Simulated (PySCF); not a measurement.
## A small calculation by hand: oscillator strength and radiative lifetime

C₃H₆BFO₂, SMILES B(C(=O)CC)(O)F.

The structure is a stationary point at r2SCAN-D4/def2-SVP. The structure was generated by enumeration, and PubChem lists no compound with its InChIKey, so it may never have been made. Other conformers were not sampled.

TDA-PBE/def2-SVPD (PySCF) puts the first singlet state with f over 0.02 at 4.87 eV (vertical), with the transition dipole (0.311, 0.470, 0.000) in atomic units.

Q: Find the oscillator strength, the wavelength and the radiative lifetime that this transition would have in vacuum if emission retraced absorption.

A: 
|μ|² = 0.3176 au, so |μ| = 1.43 D. ΔE = 4.87/27.211 = 0.1790 hartree. f = (2/3) ΔE |μ|² = 0.038 (the program prints 0.038).
λ = 1239.84/4.87 = 255 nm; ν = 39279 cm⁻¹.
Einstein's coefficient A = 0.6670 ν² f s⁻¹ (ν in cm⁻¹) = 3.9e7 s⁻¹, so τ = 1/A = 26 ns. This state is S2; the lower singlet has f = 0.001. The figure is the radiative limit of this one transition; relaxation, internal conversion, crossing to triplets and a medium change what is measured.
